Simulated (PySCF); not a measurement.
Two-photon absorption: 4-chlorobenzotrifluoride (SMILES c1(Cl)ccc(C(F)(F)F)cc1)

Geometry:
| atom | x (Å) | y (Å) | z (Å) |
| --- | --- | --- | --- |
| F1 | 2.689 | 0.340 | 1.239 |
| C2 | 2.218 | 0.236 | -0.010 |
| F3 | 2.588 | 1.346 | -0.657 |
| F4 | 2.841 | -0.795 | -0.584 |
| C5 | 0.725 | 0.069 | -0.022 |
| C6 | 0.151 | -1.180 | -0.255 |
| C7 | -1.232 | -1.329 | -0.236 |
| C8 | -2.035 | -0.218 | 0.018 |
| Cl9 | -3.754 | -0.395 | 0.038 |
| C10 | -1.470 | 1.037 | 0.251 |
| C11 | -0.088 | 1.176 | 0.229 |
| H12 | 0.789 | -2.042 | -0.458 |
| H13 | -1.694 | -2.300 | -0.420 |
| H14 | -2.117 | 1.895 | 0.444 |
| H15 | 0.362 | 2.156 | 0.402 |

The calculation used TDDFT CAM-B3LYP/aug-cc-pVDZ excited states, vertical, gas phase in PySCF. Geometry: PBE0-D3(BJ)/def2-SVP.

(1) How strongly do the lowest singlets absorb one photon, and two photons of half the energy?

Answers

(1) δ for parallel linear polarisation; σ at the peak of a Lorentzian of half width 0.1 eV, single beam; Ω is circular over linear.
| state | E (eV) | f | photon λ (nm) | δ (au) | σ (GM) | Ω | main |
| --- | --- | --- | --- | --- | --- | --- | --- |
| S1 | 5.28 | 0.000 | 470 | 1.62 | 0.02 | 1.48 | HOMO→LUMO+1 0.56, HOMO−1→LUMO 0.41 |
| S2 | 5.80 | 0.141 | 427 | 53.9 | 0.67 | 0.80 | HOMO→LUMO 0.80, HOMO−1→LUMO+1 0.17 |
| S3 | 6.65 | 0.001 | 373 | 0.19 | 0.00 | 1.12 | HOMO→LUMO+2 0.60, HOMO→LUMO+6 0.20 |
| S4 | 6.67 | 0.356 | 372 | 4.25 | 0.07 | 1.48 | HOMO−1→LUMO 0.54, HOMO→LUMO+1 0.40 |
| S5 | 6.85 | 0.681 | 362 | 32 | 0.55 | 0.79 | HOMO−1→LUMO+1 0.78, HOMO→LUMO 0.16 |
| S6 | 6.95 | 0.004 | 357 | 15.9 | 0.28 | 1.50 | HOMO→LUMO+6 0.31, HOMO→LUMO+2 0.25 |

Among these, the strongest one-photon state is S5, the strongest two-photon state S2, with a dipole change of 1.5 D (relaxed, norm of the difference vector).
